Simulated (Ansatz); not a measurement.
Input file:

```yaml
crystal:
  periodic: [false, false, false]
  atoms:
    - { symbol: "N", position_ang: [-0.545306, 0.925189, -0.716481] }
    - { symbol: C, position_ang: [0.300491, 0.161418, 0.14906] }
    - { symbol: Te, position_ang: [-0.936218, -1.361999, 1.123161] }
    - { symbol: H, position_ang: [-0.771725, 0.420403, -1.569691] }
    - { symbol: H, position_ang: [-0.121536, 1.815193, -0.967756] }
    - { symbol: H, position_ang: [0.698997, 0.805008, 0.944568] }
    - { symbol: H, position_ang: [1.143444, -0.382242, -0.31546] }
    - { symbol: H, position_ang: [0.324154, -2.44007, 1.296799] }
basis:
  gaussian: { orbitals: def2-SVP }
hamiltonian:
  xc: pbe0
  dispersion: d4
neb:
  order_check: false
  images: 5
  f_tol: 0.03
  max_iterations: 60
  initial_path: idpp
  final_atoms:
    - { symbol: "N", position_ang: [-0.17411377, 0.81610714, -0.89977033] }
    - { symbol: C, position_ang: [0.5342278, 0.29276391, 0.2026721] }
    - { symbol: Te, position_ang: [-0.53730305, -1.10037458, 1.59524339] }
    - { symbol: H, position_ang: [-0.4669777, 0.09655181, -1.55479557] }
    - { symbol: H, position_ang: [-0.9999525, 1.33953372, -0.62120574] }
    - { symbol: H, position_ang: [0.86543307, 1.08989716, 0.88244954] }
    - { symbol: H, position_ang: [1.41762774, -0.27269338, -0.11881864] }
    - { symbol: H, position_ang: [-0.54664058, -2.31888577, 0.45842525] }
```

Run as:

```bash
$ ansatz run input.yaml --threads 1 --pin off --max-ram 2048MiB --backend cpu --events-out ev --progress --plain --runs-dir out
```

Hardware: 1 thread of Arm Neoverse V2 (shared host).

Roughly how long does this run take, and how much memory?

2.6 min, with a peak of 0.17 GiB, for 9 band iterations.
